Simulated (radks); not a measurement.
Pr3+, 56 electrons, occupied as [Xe] 4f(up 2, down 0) (the NIST ground configuration). Method: non-relativistic Kohn-Sham, TPSS, spin-polarised, spherical densities, point nucleus; meta-GGA in the generalised Kohn-Sham scheme; relativity is left out, which matters for an element this heavy; computed with a radial shooting solver on a logarithmic mesh with Libxc functionals.

Normalised radial functions P(r) = r R(r), r in bohr:

```
   r/bohr * 5p down (the largest magnitude, 0.897, reaches the edge; | marks zero)
 0.001708                             *
 0.001957                             *
 0.002261                             *
  0.00259                             *
 0.002967                             *
 0.003427                             *
 0.003926                             *
 0.004534                             *
 0.005195                             *
 0.005951                             *
 0.006873                             *
 0.007874                             |*
 0.009021                             |*
  0.01042                             |*
  0.01194                             |*
  0.01379                             | *
  0.01579                             | *
  0.01809                             | *
   0.0209                             |  *
  0.02394                             |  *
  0.02765                             |   *
  0.03168                             |    *
  0.03629                             |    *
  0.04191                             |     *
  0.04802                             |     *
  0.05502                             |     *
  0.06354                             |     *
  0.07279                             |    *
  0.08407                             |   *
  0.09631                             | *
   0.1103                             *
   0.1274                          *  |
    0.146                       *     |
   0.1673                     *       |
   0.1932                    *        |
   0.2213                    *        |
   0.2556                      *      |
   0.2928                          *  |
   0.3355                             | *
   0.3875                             |      *
   0.4439                             |           *
   0.5127                             |             *
   0.5873                             |            *
   0.6729                             |        *
   0.7771                             | *
   0.8903                       *     |
     1.02               *             |
    1.178       *                     |
     1.35   *                         |
    1.559  *                          |
    1.786    *                        |
    2.046        *                    |
    2.363             *               |
    2.707                  *          |
    3.101                      *      |
    3.582                         *   |
    4.104                           * |
    4.739                            *|
     5.43                             *
```

5p down: eigenvalue -46.269 eV, 3 radial nodes at r = 0.109, 0.318, 0.803 bohr, <r> = 1.71 bohr, 90 % of the charge inside 2.47 bohr.
